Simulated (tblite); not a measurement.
Compound: C₆H₇N₂O (doublet state).
Atom-mapped SMILES: `[CH3:1][c:2]1[cH:3][n:4][c:5]([CH2:6][O:7])[cH:8][n:9]1` (hydrogens: H10, H11, H12 on C1; H13 on C3; H14, H15 on C6; H16 on C8)

Computed geometry: GFN2-xTB, gas phase. This method treats the open shell by occupation alone, without spin polarisation.

Q: Give the optimised bond lengths and angles.

A: 
| bond | length (Å) | order |
| --- | --- | --- |
| C1–C2 | 1.491 | single |
| C2–C3 | 1.401 | aromatic |
| C3–N4 | 1.315 | aromatic |
| N4–C5 | 1.312 | aromatic |
| C5–C6 | 1.535 | single |
| C6–O7 | 1.311 | single |
| C5–C8 | 1.397 | aromatic |
| C8–N9 | 1.308 | aromatic |
| C2–N9 | 1.324 | aromatic |
| C1–H10, C1–H11, C1–H12 | 1.088 | single |
| C3–H13 | 1.081 | single |
| C6–H14, C6–H15 | 1.115 | single |
| C8–H16 | 1.082 | single |

Bonds in one row agree within 0.01 Å and their mean is given. Orders are formal, as drawn. A selection of angles:
| angle | degrees |
| --- | --- |
| C2–C1–H10 | 110.6 |
| C2–C1–H11 | 109.6 |
| H10–C1–H11 | 109.7 |
| H10–C1–H12 | 108.0 |
| C1–C2–C3 | 122.5 |
| C1–C2–N9 | 118.7 |
| C3–C2–N9 | 118.8 |
| C2–C3–N4 | 120.7 |
| C2–C3–H13 | 122.1 |
| N4–C3–H13 | 117.2 |
| C3–N4–C5 | 119.8 |
| N4–C5–C6 | 120.7 |
| N4–C5–C8 | 120.1 |
| C6–C5–C8 | 119.2 |
| C5–C6–O7 | 114.4 |
| C5–C6–H14 | 103.3 |
| C5–C6–H15 | 105.1 |
| O7–C6–H14 | 112.3 |
| O7–C6–H15 | 113.6 |
| H14–C6–H15 | 107.3 |
| C5–C8–N9 | 120.1 |
| C5–C8–H16 | 119.6 |
| N9–C8–H16 | 120.3 |
| C2–N9–C8 | 120.5 |

Dihedral angles: N4–C5–C6–O7 -178° (antiperiplanar). The mirror-image conformer, all signs reversed, is as good.

The C–C distances run from 1.397 Å (C5–C8, aromatic) to 1.535 Å (C5–C6, drawn single), a spread of 0.138 Å. The 9 heavy atoms lie in one plane (0.012 Å rms). C8 (carbon bonded to C, N and H) is planar (angles 120.3°, 120.1° and 119.6°, sum 360.0°, 0.00 Å off the plane of its three neighbours). N9 (nitrogen bonded to 2 C) is bent (angle 120.5°). C5 (carbon bonded to 2 C and N) is planar (angles 120.7°, 120.1° and 119.2°, sum 360.0°, 0.01 Å off the plane of its three neighbours). N4 (nitrogen bonded to 2 C) is bent (angle 119.8°). The 6-membered ring C2–C3–N4–C5–C8–N9 has internal angles of 118.8° to 120.7° (sum 720°, against 720° for a flat polygon); it is planar, 0.00 Å rms from its mean plane, widest ring torsion 1°.

Point group: near Cs, missed by 0.30 Å at most; the miss may be what the optimiser left on a soft mode. Its GFN2-xTB frequencies are all real (lowest 24 cm⁻¹).

Hardware: Arm Neoverse V2, one thread, no GPU, on a shared host. Cost: 0.37 s wall. That covers the optimisation of the geometry.
